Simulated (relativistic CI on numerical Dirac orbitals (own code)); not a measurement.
**How well does a small relativistic CI reproduce As+?**

Computed by Dirac-Coulomb-Breit CI, orbitals from a KLI potential per configuration, QED by a radiative potential, valence Slater integrals scaled by 0.85, P86 correlation estimate, and configurations built on the next ion tied to the tabulated ionisation energy (semi-empirical) (own radial code, finite nucleus).

Configuration list (outside the closed core [Ar] 3d10): 4s²4p², 4s4p³, 4s²4p5s, 4s²4p4d, 4s²4p5p, 4s²4p5d, 4s²4p6s, 4s²4p4f, 4s²4p5f, 4p⁴, 4s²4d², 4s4p²4d, 4s²4p6p, 4s4p²4f, 4s²4p6d, 4s²4p5g, 4s²4f², 4s²4p6f, 4s4p²5s. Levels of other configurations are missing.

| Configuration | Term (tabulated) | J | Measured (cm⁻¹) | Computed | Error | Purity (%) |
| --- | --- | --- | --- | --- | --- | --- |
| 4s²4p² | 3P | 0 | 0.0 | 0 | 0 | 97 |
| 4s²4p² | 3P | 1 | 1063.5 | 1014 | -49 | 98 |
| 4s²4p² | 3P | 2 | 2541.3 | 2437 | -104 | 96 |
| 4s²4p² | 1D | 2 | 10095.8 | 10784 | 688 | 96 |
| 4s²4p² | 1S | 0 | 22598.6 | 20969 | -1630 | 95 |
| 4s4p³ | 5S° | 2 | 54817.1 | 52998 | -1819 | 100 |
| 4s4p³ | 3D° | 1 | 73749.9 | 74586 | 836 | 72 |
| 4s4p³ | 3D° | 2 | 73862.3 | 74699 | 836 | 72 |
| 4s4p³ | 3D° | 3 | 74244.4 | 75098 | 854 | 73 |
| 4s²4p5s | (1/2,1/2)° | 0 | 78730.9 | 79765 | 1034 | 98 |
| 4s²4p5s | (1/2,1/2)° | 1 | 79128.3 | 80185 | 1057 | 85 |
| 4s²4p5s | (3/2,1/2)° | 2 | 81508.9 | 82441 | 932 | 87 |
| 4s²4p5s | (3/2,1/2)° | 1 | 82819.2 | 83956 | 1137 | 77 |
| 4s²4p4d | 3P° † | 0 | 84648.4 | 104233 | 19585 | 65 |

Measured levels from NIST Handbook of Basic Atomic Spectroscopic Data (Sansonetti and Martin, J. Phys. Chem. Ref. Data 34, 1559 (2005)); pairs were made by configuration, J and term (by order where the table uses no LS term), so strongly mixed levels may be paired wrongly.

Mean error by configuration (cm⁻¹): 4s²4p² -274; 4s4p³ 177; 4s²4p5s 1040. Over the excited levels the mean absolute error is 915 cm⁻¹ (13 of the 16 excited levels that our extract of the source holds in range could be paired, and the others can miss by more), and the median relative error of those above 1,000 cm⁻¹ is 1.4 %. † marks terms whose computed intervals miss the measured ones by more than a factor of 2.5, or configurations far off the rest, from wrong mixing, a near crossing or a doubtful label or measurement; they are left out of the means.

Transition probabilities of persistent lines. The last column rescales the computed rate by the cube of measured over computed energy:

| λ measured (Å) | Lower | Upper | A tabulated (s⁻¹) | A computed | A rescaled |
| --- | --- | --- | --- | --- | --- |
| 1243.08 vacuum | 4s²4p² ³P1 | 4s²4p5s (3/2,1/2)°2 | 2.90e+08 | 2.59e+08 | 2.50e+08 |
| 1263.77 vacuum | 4s²4p² ³P0 | 4s²4p5s (1/2,1/2)°1 | 3.60e+08 | 3.29e+08 | 3.16e+08 |
